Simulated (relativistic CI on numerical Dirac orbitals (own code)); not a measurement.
**One change at a time: La LIV**

Base calculation: Dirac-Coulomb-Breit CI, orbitals from a KLI potential per configuration, model QED, unscaled Slater integrals.

Configurations in the expansion (outside the closed core 1s2): 2s2, 2s 2p, 2p2, 2p 3s, 2p 3p, 2s 3s, 2s 3p, 2s 3d, 2s 4s, 2s 4p, 2s 4d, 2s 4f, 3s2, 3s 3p, 3p2. Levels of other configurations are missing.

Variants: (1) configuration mixing switched off; (2) only the first 3 configurations. Shifts of the energy above 2s2 1S_0, in eV, for the lowest level and the first level of each name with at least 55 % of one term (blank where a level changes its place among those of its configuration and J or its character, or is not in the variant):

| Level | Base | Δ(1) | Δ(2) |
| --- | --- | --- | --- |
| 2s2 1S_0 | 0.00 | 0.00 | 0.00 |
| 2s 2p 3P°_0 | 113.08 | -10.08 | +0.01 |
| 2s 2p 3P°_1 | 138.09 | -10.05 | +0.04 |
| 2p2 3P_0 | 326.54 | -16.05 | +0.16 |
| 2s 2p 3P°_2 | 575.56 | -10.11 | -0.02 |
| 2s 2p 1P°_1 | 643.78 | -10.02 | +0.07 |
| 2p2 3P_1 | 757.80 | -10.09 | -0.01 |
| 2p2 1D_2 | 774.19 | -9.81 | +0.28 |
| 2p2 3P_2 | 1229.87 | -9.92 | +0.17 |
| 2p2 1S_0 | 1281.49 | -13.85 | +0.20 |
| 2s 3s 3S_1 | 6095.55 | -8.70 |  |
| 2s 3s 1S_0 | 6118.77 | -6.51 |  |
| 2s 3p 3P°_0 | 6150.60 | -9.90 |  |
| 2s 3p 3P°_1 | 6151.53 | -9.06 |  |

At this charge energies of transitions that change n are usually good to better than 1 %, and those within a shell (Δn = 0) to a few per cent.

Ionisation energy from the two ground configurations alone: base 10788.2 eV. The NIST ASD value (theoretical) is 10789 eV.

LS names give the leading component of a level, which can be under half, so a name can repeat, a term be missing and a line seem to break the LS rules.
